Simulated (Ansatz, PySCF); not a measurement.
This Ansatz (an electronic-structure program) input computes a B3LYP/def2-TZVPD energy:

Ansatz 0.2 input:
```yaml
crystal:
  periodic: [false, false, false]
  atoms:
    - {symbol: S, position_ang: [-0.81280242, -0.12519103, 0.56065771]}
    - {symbol: S, position_ang: [0.89726807, 0.12289137, -0.59284163]}
    - {symbol: H, position_ang: [-1.70325745, -0.52859580, -0.37989177]}
    - {symbol: H, position_ang: [1.63475489, -0.58119172, 0.29133482]}
    - {symbol: H, position_ang: [-1.28294775, 1.14658208, 0.60349966]}
basis:
  gaussian:
    orbitals: def2-TZVPD
hamiltonian:
  xc: {name: B3LYP}
total_charge: 1
output: {forces: true}
```

Problem. Write an input for the same energy in PySCF and say what it gives.

Solution. 
```python
from pyscf import gto, scf, dft

mol = gto.M(
    atom='''
    S    -0.81280242   -0.12519103    0.56065771
    S     0.89726807    0.12289137   -0.59284163
    H    -1.70325745   -0.52859580   -0.37989177
    H     1.63475489   -0.58119172    0.29133482
    H    -1.28294775    1.14658208    0.60349966
    ''',
    basis='def2-tzvpd',
    charge=1,
    spin=0,
    verbose=4,
)

mf = dft.RKS(mol, xc='b3lyp').density_fit(auxbasis='def2-universal-jkfit')
mf.grids.level = 3
mf.conv_tol = 1e-9
mf.max_cycle = 100
mf.max_memory = 1500
mf.kernel()
if not mf.converged:
    mf = mf.newton()
    mf.kernel(mf.make_rdm1())
mf.analyze()
```
It gives -797.93600 Eh, and Ansatz -797.93596 Eh, a difference of 0.04 mEh, from the treatment of integrals and grids.

It need not be the lowest isomer of its formula.
